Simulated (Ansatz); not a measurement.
One change: `C/N=[C](\C)[GaH2]` becomes `C/C=N/C`.

Ansatz, PBE0-D4/def2-TZVP geometries, multiplicity 1. 

Scalar relativity is left out up to krypton.

```
                                          property  `C/N=[C](\C)[GaH2]`
    size of the dipole moment (PBE/def2-TZVPP) / D                 2.10
  size of the dipole moment (B3LYP/def2-TZVPP) / D                 2.07
             LUMO energy (ωB97M-V/def2-TZVPP) / eV                -0.05
           HOMO–LUMO gap (ωB97M-V/def2-TZVPP) / eV                 8.64
                 LUMO energy (PBE/def2-TZVPP) / eV                -2.66
size of the dipole moment (ωB97M-V/def2-TZVPP) / D                 2.01
```

(1) Give the same properties after the change, and the shifts. (Best estimate.)

Answers

(1) The calculation gave: 
| property | `C/C=N/C` | shift |
| --- | --- | --- |
| size of the dipole moment (PBE/def2-TZVPP) / D | 1.33 | -0.77 |
| size of the dipole moment (B3LYP/def2-TZVPP) / D | 1.44 | -0.63 |
| LUMO energy (ωB97M-V/def2-TZVPP) / eV | 2.37 | 2.42 |
| HOMO–LUMO gap (ωB97M-V/def2-TZVPP) / eV | 11.95 | 3.31 |
| LUMO energy (PBE/def2-TZVPP) / eV | -0.99 | 1.67 |
| size of the dipole moment (ωB97M-V/def2-TZVPP) / D | 1.49 | -0.52 |

With PBE0 the HOMO falls by 0.74 eV and the LUMO rises by 1.97 eV, so the gap widens by about 2.71 eV. PBE moves the HOMO by -0.58 eV and ωB97M-V by -0.88 eV. Dipoles are sizes alone; their direction can turn.

B3LYP here is the variant with VWN-RPA as its local correlation; programs differ in this.
